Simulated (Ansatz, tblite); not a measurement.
Isomers of In4Sn (singlet), found by a short tight-binding search and relaxed with r2SCAN-D4/def2-SVP in Ansatz.

In the def2 sets In, Sn take a core potential; there is no spin–orbit coupling. The xTB rows come from tblite. LC-ωPBE has ω = 0.4 bohr⁻¹. B3LYP takes the VWN-RPA correlation. Correlated methods freeze 20 core orbitals; core or outer-core shells of In, Sn are correlated, in sets that lack core-valence functions.

Run but left out: HF/def2-SVP (A: restricted singlet, unstable towards broken spin symmetry).

A: At CCSD(T)/def2-SVP T1 of the charge 0 singlet is large (up to 0.020), so the single-reference result is doubtful. At CCSD(T)/def2-SVP the restricted singlet (for correlated methods, its reference) is unstable: a solution with broken spin symmetry lies lower. B: The restricted singlet is unstable towards broken spin symmetry in Hartree–Fock (as tested in another run); at PBE-D4/def2-TZVP, r2SCAN-D4/def2-TZVP, B3LYP-D4/def2-TZVP, PBE0-D4/def2-TZVP and others this wasn't settled. At CCSD(T)/def2-SVP the restricted singlet (for correlated methods, its reference) is unstable: a solution with broken spin symmetry lies lower.

Other spin states were run for one of them alone.

A:

Cartesian coordinates in Å:
```
In 2.659 0.676 -1.182
In -1.916 -1.521 0.128
In -1.558 0.927 -1.396
In 0.391 -1.281 1.879
Sn 0.423 1.199 0.571
```

B:

Cartesian coordinates in Å:
```
In -1.223 0.585 -3.099
In -0.182 1.078 -0.301
In -0.042 -1.724 -0.791
In 0.659 1.413 2.381
Sn 0.788 -1.351 1.809
```

C:

```
atom   x (Å)   y (Å)   z (Å)
 In1   2.609  -0.967   0.672
 In2  -1.425  -1.989  -1.486
 In3  -1.434   0.590   2.405
 In4   0.250   2.366  -1.592
 Sn5   0.000   0.000   0.000
```

Question: Estimate which lies lowest at each level, and how far above it the others are (kJ/mol).

Answer: 
```
              level     A      B      C
           GFN1-xTB   0.0   44.1  182.7
           GFN2-xTB  30.6  131.1    0.0
   PBE-D4/def2-TZVP   0.0   39.6   26.7
r2SCAN-D4/def2-TZVP   0.0   34.0   34.0
 B3LYP-D4/def2-TZVP   2.4   54.1    0.0
  PBE0-D4/def2-TZVP   0.0   43.5   17.7
  LC-ωPBE/def2-TZVP  13.3   63.9    0.0
       MP2/def2-SVP   0.0    6.8   74.3
      CCSD/def2-SVP   0.0   33.1    5.2
   CCSD(T)/def2-SVP   0.0   24.6   34.8
```
Point groups (tolerance 0.1 Å): A not assigned, B not assigned, C not assigned. Lower isomers may exist.
